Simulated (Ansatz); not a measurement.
Job for Ansatz (a program for electronic structure): U-wB97M-V/def2-TZVPP on CH2S (SMILES C=S), 2S+1 = 3, a spin state set in the input, which need not be the lowest, at the other state's geometry.

Ansatz 0.2 input:
```yaml
crystal:
  periodic: [false, false, false]
  atoms:
    - {symbol: C, position_ang: [-0.98855101, 0.13181649, 0.22294557]}
    - {symbol: S, position_ang: [0.56452001, -0.07527487, -0.12731486]}
    - {symbol: H, position_ang: [-1.56079280, 0.97866225, -0.15231854]}
    - {symbol: H, position_ang: [-1.54022127, -0.56516332, 0.85168289]}
basis:
  gaussian:
    orbitals: def2-TZVPP
hamiltonian:
  xc: {name: wB97M-V}
magnetization: {spin_polarized: true, initial_magnetization: 2}
```

The head of its log:

```
Functional definition: wB97M-V
[...]
integrals: 0.03 GiB planned
589 factors; their error is unknown
integrals: 0.06 GiB planned
125 factors; integrals over basis functions are off by at most 2.0e-5 eV
mean field: 0.42 GiB planned
mean field evaluation 1: about -11899.2226 eV, gradient 2.3e1 eV
mean field evaluation 2: about -11899.6005 eV, gradient 2.1e1 eV
```

Q: Predict the final total energy.

A: -437.3772 hartree.
